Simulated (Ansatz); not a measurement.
Stretching the Se1–F2 bond in BrFSe (SMILES F[Se]Br) (multiplicity 1 held, fragments rigid). Energies count from the point at 1.764 Å.
Geometry at that point (charge 0, multiplicity 1):
```xyz
3

Se     0.51017    -0.43084     0.77837
F      1.47346    -1.31372    -0.40663
Br    -0.87448     0.75635    -0.65157
```

Restricted levels (R-, RO-) in cc, def2 and unpolarised 6-31G sets keep to the state of the molecule at rest. Unrestricted levels (U-) break spin symmetry where that is lower. Left out are points that failed, MP2 points in a non-variational dive below the minimum, coupled-cluster points behind a sign of a changed root (a jump of the amplitudes, or a one-step jump against full CI or MRCI), small-basis points behind a change of solution, and semi-empirical points at long bonds. Curves can end on different states.

Correlated levels freeze the cores. Filled d and f shells under p-block atoms count as core.

The values were computed with Ansatz (a first-principles code). 

Energies in kcal/mol.

```json
[
 {"R (Å)": "1.411", "U-HF/cc-pVTZ": "58.1", "U-B3LYP/cc-pVTZ": "71.2", "U-wB97X-V/cc-pVTZ": "67.3", "R-CCSD(T)/cc-pVTZ": "68.8", "U-CCSD(T)/cc-pVTZ": "68.8"},
 {"R (Å)": "1.588", "U-HF/cc-pVTZ": "5.6", "U-B3LYP/cc-pVTZ": "12.1", "U-wB97X-V/cc-pVTZ": "9.9", "R-CCSD(T)/cc-pVTZ": "10.8", "U-CCSD(T)/cc-pVTZ": "10.8"},
 {"R (Å)": "1.764", "U-HF/cc-pVTZ": "0.0", "U-B3LYP/cc-pVTZ": "0.0", "U-wB97X-V/cc-pVTZ": "0.0", "R-CCSD(T)/cc-pVTZ": "0.0", "U-CCSD(T)/cc-pVTZ": "0.0"},
 {"R (Å)": "1.940", "U-HF/cc-pVTZ": "12.5", "U-B3LYP/cc-pVTZ": "6.4", "U-wB97X-V/cc-pVTZ": "8.9", "R-CCSD(T)/cc-pVTZ": "7.6", "U-CCSD(T)/cc-pVTZ": "7.6"},
 {"R (Å)": "2.117", "U-HF/cc-pVTZ": "27.6", "U-B3LYP/cc-pVTZ": "19.5", "U-wB97X-V/cc-pVTZ": "24.6", "R-CCSD(T)/cc-pVTZ": "21.3", "U-CCSD(T)/cc-pVTZ": "22.8"},
 {"R (Å)": "2.381", "U-HF/cc-pVTZ": "32.4", "U-B3LYP/cc-pVTZ": "40.6", "U-wB97X-V/cc-pVTZ": "49.7", "R-CCSD(T)/cc-pVTZ": "42.2", "U-CCSD(T)/cc-pVTZ": "47.0"},
 {"R (Å)": "2.646", "U-HF/cc-pVTZ": "32.6", "U-B3LYP/cc-pVTZ": "55.2", "U-wB97X-V/cc-pVTZ": "64.8", "R-CCSD(T)/cc-pVTZ": "57.2", "U-CCSD(T)/cc-pVTZ": "64.1"},
 {"R (Å)": "3.087", "U-HF/cc-pVTZ": "32.2", "U-B3LYP/cc-pVTZ": "66.3", "U-wB97X-V/cc-pVTZ": "75.2", "R-CCSD(T)/cc-pVTZ": "59.9", "U-CCSD(T)/cc-pVTZ": "72.9"},
 {"R (Å)": "3.528", "U-HF/cc-pVTZ": "31.9", "U-B3LYP/cc-pVTZ": "71.4", "U-wB97X-V/cc-pVTZ": "78.6", "R-CCSD(T)/cc-pVTZ": "34.7", "U-CCSD(T)/cc-pVTZ": "74.1"},
 {"R (Å)": "4.057", "U-HF/cc-pVTZ": "31.7", "U-B3LYP/cc-pVTZ": "74.5", "U-wB97X-V/cc-pVTZ": "left out", "R-CCSD(T)/cc-pVTZ": "-0.8", "U-CCSD(T)/cc-pVTZ": "74.5"},
 {"R (Å)": "4.763", "U-HF/cc-pVTZ": "31.8", "U-B3LYP/cc-pVTZ": "76.3", "U-wB97X-V/cc-pVTZ": "80.3", "R-CCSD(T)/cc-pVTZ": "-21.4", "U-CCSD(T)/cc-pVTZ": "74.7"},
 {"R (Å)": "5.645", "U-HF/cc-pVTZ": "31.8", "U-B3LYP/cc-pVTZ": "77.0", "U-wB97X-V/cc-pVTZ": "80.5", "R-CCSD(T)/cc-pVTZ": "-23.4", "U-CCSD(T)/cc-pVTZ": "74.8"}
]
```

Doubts at one or more of the structures used: a spin-contaminated determinant (U-HF/cc-pVTZ, U-B3LYP/cc-pVTZ, U-wB97X-V/cc-pVTZ, U-CCSD(T)/cc-pVTZ); a restricted determinant that unrestricted orbitals would lower (R-CCSD(T)/cc-pVTZ); other coupled-cluster roots lie near (R-CCSD(T)/cc-pVTZ); T1 above 0.05 (R-CCSD(T)/cc-pVTZ, U-CCSD(T)/cc-pVTZ).
